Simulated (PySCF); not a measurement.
# NMR problem set

Rapidly exchanging positions averaged, in vacuum, one computed conformer, no relativistic terms. σ from GIAO-PBE0/pcSseg-1; geometry from GFN2-xTB; PySCF 2.14.0 with density-fitted response routines.

Chemical shifts δ = σref − σ; TMS for 1H (σref 31.72) and 13C (σref 186.93), all at this level. Where no couplings were computed, multiplicities follow the n + 1 count of equivalent neighbours, and m marks all less simple cases (inequivalent or close neighbours, rings, F or P nearby). Acid and N–H amide carbonyl carbons lie up to 10 ppm further downfield in solution (hydrogen bonding). Shifts are as computed. Against solution values, carbons near 30 ppm lie about +3 ppm off and those near 130 ppm about +5 ppm. Of 1211 compounds with measured shifts, 218 miss one by over three times the rms of a fit or turn the order of signals round; such compounds aren't used in these exercises. OH and NH positions are gas-phase values without hydrogen bonding to other molecules.

Q: C₈H₁₆O. 1H NMR (600 MHz, computed): δ 6.67 (m, 1H), 5.32 (m, 1H), 5.26 (m, 1H), 3.59 (t, 2H), 2.32 (m, 2H), 1.24 (s, 9H). 13C{1H} NMR (computed): δ 148.4, 120.1, 74.7, 67.0, 41.7, 29.4. What is it?

A: `C=CCCOC(C)(C)C`. The formula gives 1 degree of unsaturation (no ring in the answer). 6 carbon signals for 8 carbons: some carbons are equivalent by symmetry or fast rotation. Carbon types of the structure: 1 × C, 1 × CH, 3 × CH2, 3 × CH3, which accounts for all hydrogens. δC 148.4: alkene CH; as expected for a trigonal carbon in a double bond. δC 120.1: terminal =CH2 carbon; an sp2 carbon of a C=C bond. δC 74.7: fully substituted sp3 carbon bonded to O; deshielded by the electronegative neighbour. δC 67.0: sp3 CH2 bonded to O; deshielded by the electronegative neighbour.

This is the structure that produced the data.

Q: C₇H₁₂O₂. 1H NMR (400 MHz, computed): δ 5.84 (br s, 1H), 5.82 (t, 1H), 2.98 (s, 2H), 2.32 (m, 2H), 2.06 (s, 3H), 0.99 (t, 3H). 13C{1H} NMR (computed): δ 175.0, 138.4, 136.5, 39.4, 27.5, 26.7, 16.7. Identify the compound.

A: SMILES C(C/C(=C\CC)C)(=O)O. The formula gives 2 degrees of unsaturation (no ring in the answer). 7 carbon signals for 7 carbons: no two carbons are equivalent. Carbon types of the structure: 2 × C, 1 × CH, 2 × CH2, 2 × CH3, leaving 1 H on heteroatoms. δC 175.0: carboxylic acid carbon; lone-pair donation from the attached heteroatom keeps it upfield of a ketone carbonyl. δC 138.4: alkene CH; as expected for a trigonal carbon in a double bond. δC 136.5: fully substituted alkene carbon; as expected for a trigonal carbon in a double bond. δC 16.7: methyl carbon; aliphatic region, no heteroatom directly attached.

The shifts were computed for this structure.
